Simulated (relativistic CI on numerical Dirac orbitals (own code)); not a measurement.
# Main line and satellite in the 2p photoemission of Cu²⁺: a two-state model

Problem. An octahedral Cu²⁺ site (d9) has Δ = 0.4, V(eg) = 1.5, 10Dq = 0.4, 10Dq(ligand) = 0.9 and a core-hole attraction U_cd = 7.8 eV; the hopping is scaled by 0.9 in the final state. Δ is defined between configuration averages. Find the d count, the distance of the satellite and its intensity.

Working.
1. The hole has eg symmetry. Its energy is −0.6 × 10Dq in d9 and Δ − 0.6 × 10Dq(ligand) in d10L, so the gap is Δ' = 0.10 eV.
2. Ground state cos θ |d9⟩ − sin θ |d10L⟩ with tan 2θ = 2V/Δ', θ = 44.0°: weights 0.517 and 0.483, n_d = 9.483.
3. The core hole pulls d10L down by U_cd: the gap becomes Δ' − U_cd = -7.70 eV, the hopping is V' = 1.35 eV, and tan 2θ' = 2V'/(Δ' − U_cd) gives θ' = 80.3°.
4. The two final states lie W = √[(Δ' − U_cd)² + 4V'²] = 8.16 eV apart. The lower, mostly d10L, is the main line.
5. In the sudden approximation the intensities are cos²(θ' − θ) and sin²(θ' − θ), so satellite/main = tan²(36.3°) = 0.54.

Check. The full cluster calculation (with spin-orbit coupling and 2p-3d multiplets, which spread the d9 satellite) gives n_d = 9.481; in its broadened 2p3/2 spectrum, cut halfway, the centroids lie 8.12 eV apart with an area ratio of 0.55.
